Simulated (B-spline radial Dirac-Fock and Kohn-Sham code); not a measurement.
# Elastic and transport cross sections of technetium for positrons

These are calculated numbers from a radial B-spline solver; the model is relativistic (Dirac) partial waves in the static field of the Dirac-Fock atom, without polarisation or absorption potentials. σ_tr1 and σ_tr2 weight the cross section with 1 − P₁ and 1 − P₂ of cos θ; "backward" is the share scattered beyond 90°.

```
energy (eV)  σ (a₀²)  σ_tr1 (a₀²)  σ_tr2 (a₀²)  σ/σ_tr1  backward (%)
        377     13.5         1.63         3.01     8.25           3.0
        412     13.0         1.51         2.81     8.59           2.8
        530        ?            ?            ?        ?             ?
        807     9.68        0.803         1.57     12.1           1.8
        913     9.15        0.710         1.40     12.9           1.6
       2110     6.01        0.295        0.602     20.4          0.95
       3470     4.55        0.168        0.353     27.0          0.66
       6570     3.09       0.0772        0.169     40.0          0.38
       9710     2.40       0.0462        0.104     52.0          0.27
      17400     1.61       0.0204       0.0475     79.3          0.15
      25400     1.24       0.0116       0.0277      106          0.10
      36900    0.944      0.00656       0.0160      144         0.068
      40800    0.878      0.00560       0.0137      157         0.060
      42600    0.851      0.00523       0.0128      163         0.057
      90200    0.499      0.00156      0.00399      319         0.023
      91600    0.494      0.00153      0.00390      324         0.022
```

Question: Fill in the row for 530 eV.

Answer: σ = 11.7 a₀², σ_tr1 = 1.20 a₀², σ_tr2 = 2.28 a₀², σ/σ_tr1 = 9.70, backward 2.4 %. The ratio σ/σ_tr1 is roughly the number of elastic collisions that randomise the direction.
